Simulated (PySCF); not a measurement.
Geometries of 4 isomers of C3H7Al, from PBE0-D3(BJ)/def2-SVP geometry optimisation, gas phase in PySCF 2.14.0. One conformer each, no zero-point energy, no frequencies.

**Question.** Which is lowest in electronic energy at this level?
A.
```xyz
11
angstrom
C     -0.379    1.060    0.983
C     -0.083    0.105    0.081
C     -1.142   -0.465   -0.820
Al     1.791   -0.452    0.056
H     -1.397    1.462    1.098
H      0.378    1.488    1.651
H     -0.882   -0.328   -1.883
H     -1.250   -1.553   -0.675
H     -2.129   -0.002   -0.650
H      2.778    0.251    1.089
H      2.321   -1.564   -0.956
```
B.
```xyz
11
angstrom
C     -1.212    0.332    1.004
C     -1.130   -0.056   -0.272
C      0.140   -0.360   -1.009
Al     1.723    0.038    0.103
H     -2.167    0.537    1.495
H     -0.321    0.465    1.638
H     -2.072   -0.165   -0.828
H      0.167    0.227   -1.946
H      0.132   -1.417   -1.334
H      2.300    1.521    0.170
H      2.452   -1.116    0.926
```
C.
```xyz
11
angstrom
C      1.867   -0.013    0.504
C      1.188   -0.962   -0.163
Al    -0.707   -0.742   -0.570
C     -1.602    0.902    0.010
H      1.384    0.915    0.840
H      2.932   -0.100    0.754
H      1.762   -1.854   -0.455
H     -1.489   -1.888   -1.357
H     -1.121    1.794   -0.426
H     -2.667    0.929   -0.268
H     -1.541    1.023    1.106
```
D.
```xyz
11
angstrom
Al     1.868    0.002    0.278
C     -0.024   -0.320    0.529
C     -0.922   -0.542   -0.683
C     -1.041    0.723    0.083
H      2.302    0.827   -1.017
H      2.967   -0.526    1.303
H     -0.339   -0.886    1.414
H     -1.720   -1.283   -0.585
H     -0.479   -0.504   -1.684
H     -1.923    0.864    0.715
H     -0.682    1.648   -0.381
```

**Answer.** C. That is `C=[CH][AlH][CH3]`, 6.9 kcal/mol below the next.

```tsv
SMILES	atoms numbered as above	E (Eh)	relative (kcal/mol)	relative (kJ/mol)	dipole (D)
C=[CH][AlH][CH3]	[CH2:1]=[CH:2][AlH:3][CH3:4]	-360.50614	0.0	0.0	0.87
C=[C](C)[AlH2]	[CH2:1]=[C:2]([CH3:3])[AlH2:4]	-360.49511	6.9	29.0	0.85
[AlH2][CH]1CC1	[AlH2:1][CH:2]1[CH2:3][CH2:4]1	-360.49124	9.4	39.1	0.94
C=C[CH2][AlH2]	[CH2:1]=[CH:2][CH2:3][AlH2:4]	-360.48866	11.0	45.9	1.06
```
